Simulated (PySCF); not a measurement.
# How the method changes the shape and vibrations of F2HOSi cation

Calculated results; nothing here was measured. They come from PySCF 2.14.0, an open-source quantum chemistry program, on an isolated molecule that a program drew, which may never have been made. The molecule is F2HOSi cation (charge +1, singlet), drawn as the SMILES string `O[Si+](F)F`.

The geometry was optimised and harmonic frequencies were computed with HF and MP2, all in the cc-pV(D+d)Z basis, for the commonest isotopes, with a restricted reference for singlets and an unrestricted one otherwise, and a frozen core in MP2. Each result is a local minimum of its method.

Geometry at the HF minimum:
```xyz
5
F2HOSi cation, angstrom
O    -0.6997    0.0690   -1.1646
Si   -0.4724   -1.4390   -1.0167
F    -1.0220   -2.4918   -1.9885
F     0.3509   -1.9602    0.1650
H    -1.1629    0.6185   -1.7956
```

Lengths of the bonds as drawn, in Å (atoms numbered as above):
```
  bond     HF    MP2
O1-Si2  1.532  1.566
Si2-F3  1.535  1.562
Si2-F4  1.532  1.558
 O1-H5  0.956  0.977
```

Rotational constants, in GHz:
```
constant,HF,MP2
A,7.776,7.509
B,7.538,7.27
C,3.828,3.694
```

Harmonic frequencies in cm^-1, each column in rising order, so a row needn't be the same motion in every method:
```
rank    HF   MP2
   1   319   298
   2   333   313
   3   386   356
   4   464   451
   5   621   680
   6   885   829
   7  1177  1121
   8  1279     ?
   9  4023  3765
```

**Estimate the missing MP2 frequency from the HF column.**

A single factor s that minimises the squared misfit of MP2 against s times HF over the other rows is sum(HF x MP2) / sum(HF^2) = 0.9406, with an rms misfit of 35 cm^-1. For rank 8 it gives 0.9406 x 1279 = 1203 cm^-1. The calculation gives 1194 cm^-1, 9 cm^-1 below the estimate. The drawn bonds are on average 2.0 % longer in MP2 than in HF.
